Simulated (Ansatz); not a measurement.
Be₉O₉⁻, a nanocrystal cut from wurtzite BeO (bare). Charge -1, multiplicity 2. Geometry PBE-D4/def2-SVP, that of the neutral singlet; atoms count from 1.

```tsv
atom	x (Å)	y (Å)	z (Å)
Be1	1.788	0.630	-0.682
O2	0.719	1.870	-0.827
O3	1.392	-0.149	-2.025
Be4	0.169	0.902	-1.968
Be5	0.207	-1.156	-1.637
O6	-1.047	-0.125	-1.894
Be7	-0.322	1.963	0.316
O8	-1.867	1.601	0.095
Be9	-1.902	0.177	-0.639
O10	2.064	-0.111	0.650
Be11	1.391	-1.554	0.605
O12	0.299	-2.106	-0.417
Be13	0.904	0.086	1.797
O14	-0.135	1.234	1.777
O15	0.475	-1.452	1.930
Be16	-1.560	0.652	1.363
Be17	-0.676	-1.700	0.843
O18	-1.901	-0.762	0.710
```

Single mean-field runs in def2-TZVP are fitted with def2-universal-jkfit. The highest occupied level of the charge -1 doublet lies above zero (up to 1.10 eV). Energy differences put its binding near zero (0.03 eV; vertical, against the charge 0 singlet, at PBE0-D4/def2-TZVP), which leaves it undecided.

Estimate the Mulliken populations from the PBE0/def2-TZVP orbitals of Ansatz.


```tsv
atom	charge (e)	spin (α − β)
Be1	0.31	-0.02
O2	-0.27	-0.01
O3	-0.34	0.00
Be4	-0.07	0.38
Be5	0.31	-0.02
O6	-0.27	-0.01
Be7	0.31	-0.02
O8	-0.34	0.00
Be9	0.31	-0.02
O10	-0.27	-0.01
Be11	-0.08	0.39
O12	-0.27	-0.01
Be13	0.31	-0.02
O14	-0.27	-0.01
O15	-0.34	0.00
Be16	-0.07	0.38
Be17	0.31	-0.02
O18	-0.27	-0.01
```
Mulliken values depend strongly on the basis.

Where does the spin sit?

Summed by element: Be 1.03, O -0.03, of 1 unpaired in all. Largest on single atoms: Be11 0.39, Be16 0.38, Be4 0.38.

And the Mayer bond orders between heavy atoms (over 0.3)?

Be1–O2 0.64 (1.64 Å); Be1–O3 0.74 (1.60 Å); Be1–O10 0.96 (1.55 Å); O2–Be4 0.81 (1.59 Å); O2–Be7 0.96 (1.55 Å); O3–Be4 0.75 (1.61 Å); O3–Be5 0.74 (1.60 Å); Be4–O6 0.81 (1.59 Å); Be5–O6 0.64 (1.64 Å); Be5–O12 0.96 (1.55 Å); O6–Be9 0.96 (1.55 Å); Be7–O8 0.74 (1.60 Å); Be7–O14 0.64 (1.64 Å); O8–Be9 0.74 (1.60 Å); O8–Be16 0.75 (1.61 Å); Be9–O18 0.64 (1.64 Å); O10–Be11 0.81 (1.59 Å); O10–Be13 0.64 (1.64 Å); Be11–O12 0.81 (1.59 Å); Be11–O15 0.75 (1.61 Å); O12–Be17 0.64 (1.64 Å); Be13–O14 0.96 (1.55 Å); Be13–O15 0.74 (1.60 Å); O14–Be16 0.81 (1.59 Å); O15–Be17 0.74 (1.60 Å); Be16–O18 0.81 (1.59 Å); Be17–O18 0.96 (1.55 Å).
